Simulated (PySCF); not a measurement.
## A survey of ²⁹Si NMR shifts

PySCF 2.14.0 with density-fitted response routines calculation with coordinates at the GFN2-xTB level and σ from GIAO-PBE0/pcSseg-1; in vacuum, one conformer, no relativistic terms, averaged over atoms made equivalent by symmetry, fast rotation or ring inversion.

Shieldings were converted by a linear fit to measured shifts: ²⁹Si (scatter 8.9 ppm rms, 25.8 ppm with the 6 outliers that the fit left out vs TMS, solution or neat liquid). A few per cent of atoms miss by over 2 rms, more outside the fitted compound classes.

Task: Give the ²⁹Si shifts of `CC(C)[SiH2][SiH2][SiH2][SiH3]`, `CCC[SiH2][SiH]([SiH3])[SiH3]`, `CC[SiH2][Si@@H]([SiH3])[SiH2]C`, `CC(C)O[SiH2]S[SiH3]`, `CCC[SiH2][SiH2][SiH2][SiH3]`.

Result: 
| compound | environment | δ (ppm) |
| --- | --- | --- |
| [CH3:1][CH:2]([CH3:3])[SiH2:4][SiH2:5][SiH2:6][SiH3:7] | Si4: silicon bonded to C, Si, 2 H | -55.6 |
| [CH3:1][CH:2]([CH3:3])[SiH2:4][SiH2:5][SiH2:6][SiH3:7] | Si7: silicon bonded to Si, 3 H | -102.0 |
| [CH3:1][CH:2]([CH3:3])[SiH2:4][SiH2:5][SiH2:6][SiH3:7] | Si6: silicon bonded to 2 Si, 2 H | -113.2 |
| [CH3:1][CH:2]([CH3:3])[SiH2:4][SiH2:5][SiH2:6][SiH3:7] | Si5: silicon bonded to 2 Si, 2 H | -114.0 |
| [CH3:1][CH2:2][CH2:3][SiH2:4][SiH:5]([SiH3:6])[SiH3:7] | Si4: silicon bonded to C, Si, 2 H | -61.2 |
| [CH3:1][CH2:2][CH2:3][SiH2:4][SiH:5]([SiH3:6])[SiH3:7] | Si6/7: silicon bonded to Si, 3 H (×2) | -100.3 |
| [CH3:1][CH2:2][CH2:3][SiH2:4][SiH:5]([SiH3:6])[SiH3:7] | Si5: silicon bonded to 3 Si, H | -127.8 |
| [CH3:1][CH2:2][SiH2:3][Si@@H:4]([SiH3:5])[SiH2:6][CH3:7] | Si3: silicon bonded to C, Si, 2 H | -57.9 |
| [CH3:1][CH2:2][SiH2:3][Si@@H:4]([SiH3:5])[SiH2:6][CH3:7] | Si6: silicon bonded to C, Si, 2 H | -65.4 |
| [CH3:1][CH2:2][SiH2:3][Si@@H:4]([SiH3:5])[SiH2:6][CH3:7] | Si5: silicon bonded to Si, 3 H | -101.9 |
| [CH3:1][CH2:2][SiH2:3][Si@@H:4]([SiH3:5])[SiH2:6][CH3:7] | Si4: silicon bonded to 3 Si, H | -129.2 |
| [CH3:1][CH:2]([CH3:3])[O:4][SiH2:5][S:6][SiH3:7] | Si5: silicon bonded to O, S, 2 H | -20.3 |
| [CH3:1][CH:2]([CH3:3])[O:4][SiH2:5][S:6][SiH3:7] | Si7: silicon bonded to S, 3 H | -55.5 |
| [CH3:1][CH2:2][CH2:3][SiH2:4][SiH2:5][SiH2:6][SiH3:7] | Si4: silicon bonded to C, Si, 2 H | -65.2 |
| [CH3:1][CH2:2][CH2:3][SiH2:4][SiH2:5][SiH2:6][SiH3:7] | Si7: silicon bonded to Si, 3 H | -103.1 |
| [CH3:1][CH2:2][CH2:3][SiH2:4][SiH2:5][SiH2:6][SiH3:7] | Si5: silicon bonded to 2 Si, 2 H | -110.5 |
| [CH3:1][CH2:2][CH2:3][SiH2:4][SiH2:5][SiH2:6][SiH3:7] | Si6: silicon bonded to 2 Si, 2 H | -113.6 |

Task: Order these by ²⁹Si shift, lowest first.
A. C=C(C)[Si@](C)(F)Cl
B. CO/C=C(/C)O[SiH2]CF
C. [SiH3]/C=P\N1CCCC1
D. O=C1O[SiH2]OC1=O

Result: C (-76.9 ppm, silicon bonded to C, 3 H), B (-34.3 ppm, silicon bonded to C, O, 2 H), D (-16.0 ppm, silicon bonded to 2 O, 2 H, in a 5-membered ring), A (5.0 ppm, silicon bonded to 2 C, Cl, F).
